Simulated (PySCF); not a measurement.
# Radial density of Ag⁺ (silver, charge +1)

MN15, [Kr] 4d10, closed-shell 1S. Computed with PySCF 2.14 in cc-pVDZ-PP with ECP28MDF, with scalar relativity through the core potential. This is the valence pseudo-density: the core potential removes the inner electrons and smooths the orbitals near the nucleus.

| r (bohr) | 4πr²ρ (e/bohr) |
| --- | --- |
| 0.0201 | 1.410e-05 |
| 0.0338 | 3.597e-05 |
| 0.0568 | 9.321e-05 |
| 0.0955 | 0.0004862 |
| 0.161 | 0.006129 |
| 0.270 | 0.1074 |
| 0.454 | 2.482 |
| 0.764 | 16.58 |
| 1.29 | 12.05 |
| 2.16 | 2.188 |
| 3.64 | 0.1492 |
| 6.12 | 0.0005196 |

Energies and moments cover only the electrons outside the core potential.
